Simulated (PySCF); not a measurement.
## Correlation energy of Sn²²⁺ (tin, charge +22)

Starting occupation: [Ar] 3d10. All numbers are calculated (PySCF 2.14, X2C-1e with screened-nucleus spin-orbit coupling, Gaussian nucleus, in an even-tempered Gaussian basis (19 s from 0.9 bohr⁻², ratio 2.6; 15 p from 1.2 bohr⁻², ratio 2.6; 10 d from 1.2 bohr⁻², ratio 2.6; 6 f from 1.2 bohr⁻², ratio 2.8)). Frozen: [Ar]; 10 electrons correlated; the 100 highest virtual spinors left out.

MP2 pair energies summed by pair of shells (mhartree):

| pair | energy | share (%) |
| --- | --- | --- |
| 3d3/2-3d5/2 | -186.95 | 49.8 |
| 3d5/2-3d5/2 | -131.86 | 35.1 |
| 3d3/2-3d3/2 | -56.78 | 15.1 |

Total MP2 correlation energy: -375.59 mhartree.

The virtual space was cut to 70 spinors, which keep -369.85 of the -375.59 mhartree of MP2 correlation.

```tsv
level	correlation energy (mhartree)
CCSD	-363.60
(T)	-0.48
CCSD(T)	-364.08
```

Diagnostics: T1 = 0.00012, largest double amplitude 0.007.

Cost of the coupled-cluster step: of the order of 90 core-seconds, for 10 occupied and 70 virtual spinors.

Iterations:

```
Init t2, MP2 energy = -0.369854564875215
CCSD nocc = 10, nmo = 80
Init t2, MP2 energy = -0.369854564875215
Init E_corr(GCCSD) = -0.369854564875215
cycle = 1  E_corr(GCCSD) = -0.363370246393471  dE = 0.00648431848  norm(t1,t2) = 0.00174192
cycle = 2  E_corr(GCCSD) = -0.36360526770872  dE = -0.000235021315  norm(t1,t2) = 6.83336e-05
cycle = 3  E_corr(GCCSD) = -0.3636022769283  dE = 2.99078042e-06  norm(t1,t2) = 4.23589e-06
cycle = 4  E_corr(GCCSD) = -0.363602690816389  dE = -4.13888089e-07  norm(t1,t2) = 2.60665e-07
cycle = 5  E_corr(GCCSD) = -0.363602692453871  dE = -1.63748232e-09  norm(t1,t2) = 6.89634e-09
GCCSD converged
E(GCCSD) = -5961.335057568298  E_corr = -0.3636026924538712
```

At this charge the one-electron X2C treatment keeps the bare 1/r₁₂, with no two-electron picture change or Breit term. The effect here is smaller than on the frozen 1s shell.
